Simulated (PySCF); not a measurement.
# Polarisability and C₆ of Ti (titanium, neutral)

[Ar] 3d2 4s2, high-spin 3F determinant. Calculation: PySCF 2.14, in x2c-QZVPPall with one added diffuse shell each of s, p, d, f, g type (12s8p6d4f3g, 121 functions); the spin-free X2C one-electron Hamiltonian (Gaussian nucleus). Coupled (time-dependent) response in atomic units; α is the mean over directions.

```json
{"method": "PBE0", "mean α (bohr³)": "109.3", "C₆ (like pair)": "1285", "S(−4)": "6418"}
```

S(−4) is the Cauchy moment in α(ω) = α(0) + S(−4) ω² + …

Reference α: 87 ± 10 bohr³ (recommended; Schwerdtfeger and Nagle, table of static dipole polarizabilities (2023 update)). Published C₆: 1044 (Chu and Dalgarno (2004); Tang, Norbeck and Certain (1976)).

α(iu) at PBE0:

```tsv
u (hartree)	α(iu) (bohr³)
0	109.3
0.0500	95.80
0.100	71.34
0.200	37.29
0.300	22.02
0.500	10.71
0.750	6.086
1.00	4.121
1.50	2.375
2.00	1.578
3.00	0.8502
5.00	0.3645
```

A single London oscillator, α(iu) = α/(1 + u²/ω²), gives C₆ = (3/4) ω α². Matching the computed C₆ needs ω = 4 × 1285 / (3 × 109.3²) = 0.143 hartree.
